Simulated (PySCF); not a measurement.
CH6GeNOP.
Cartesian coordinates in Å at the PBE0-D3(BJ)/def2-SVP level; atoms count from 1:
```xyz
11
CH6GeNOP angstrom
O      1.277   -1.175   -1.039
C      1.822   -0.412   -0.268
N      1.172    0.597    0.355
Ge    -0.661    0.785    0.014
P     -1.736   -1.147    0.701
H      2.908   -0.490   -0.017
H      1.686    1.172    1.013
H     -0.837    1.145   -1.469
H     -1.068    1.965    0.917
H     -1.505   -1.815   -0.536
H     -3.020   -0.650    0.314
```

Method used: PBE0-D3(BJ)/def2-SVP geometry optimisation, gas phase in PySCF 2.14.0.

Masses are those of the commonest isotopes; rigid-rotor values at the optimised geometry. The values belong to one conformer with, in the numbering `[O:1]=[CH:2][NH:3][GeH2:4][PH2:5]`, O1–C2–N3–Ge4 1°, C2–N3–Ge4–P5 61°, N3–Ge4–P5–H -86° and 180°.

What are A, B and C (cm⁻¹)?

Ia = 149.06, Ib = 261.05, Ic = 362.98 u·Å²; 505379 MHz·u·Å²/I gives 3390, 1936 and 1392 MHz, that is A = 0.11309, B = 0.06458, C = 0.04644 cm⁻¹.

What kind of rotor is it?

An asymmetric top: κ = (2 × 1936 − 3390 − 1392)/(3390 − 1392) = -0.46.

What does the inertial defect say?

Not planar: Δ = Ic − Ia − Ib = -47.14 u·Å². For a rigid frame Δ = −2 Σ m c², so Σ m c² = 23.57 u·Å² lies off the ab plane: 6.70 from hydrogen and 16.87 from heavier atoms. The atom farthest from that plane is 1.64 Å away.

Predict some low-J microwave lines.

The dipole components are |μa| = 0.02 D, |μb| = 2.61 D, |μc| = 1.37 D. Intensities carry the squares of the components, which stand as 0.00 : 1.00 : 0.28 (a : b : c). Some lines, for components of 0.1 D or more:

```csv
type,branch,"J(Ka,Kc)",MHz,lower level (cm⁻¹)
b,Q,"1(1,0) ← 1(0,1)",1998,0.111
b,R,"3(1,3) ← 2(0,2)",10135,0.329
b,R,"2(2,1) ← 1(1,0)",11563,0.178
c,R,"2(2,0) ← 1(1,0)",11689,0.178
c,Q,"4(4,1) ← 4(3,1)",11778,1.642
b,Q,"4(4,1) ← 4(3,2)",11906,1.638
b,R,"3(2,2) ← 2(1,1)",14348,0.418
c,R,"4(1,3) ← 3(0,3)",17944,0.646
b,R,"4(3,2) ← 3(2,1)",21630,0.916
b,R,"4(2,2) ← 3(1,3)",21673,0.667
b,R,"4(3,1) ← 3(2,2)",22349,0.896
c,R,"4(4,1) ← 3(3,1)",25424,1.187
```

Estimate the classical rotational partition function at 10 K, 100 K and 200 K.

Point group C1, symmetry number σ = 1; q = (√π/σ)·√((kT/h)³/(ABC)), k/h = 20836.6 MHz/K: 1760 at 10 K, 55800 at 100 K, 158000 at 200 K.

Stationary, but not proved a minimum. These are rigid-rotor constants of the computed structure; measured ground-state constants (B0) also hold zero-point vibration. Quadrupole hyperfine structure (14N) is left out.
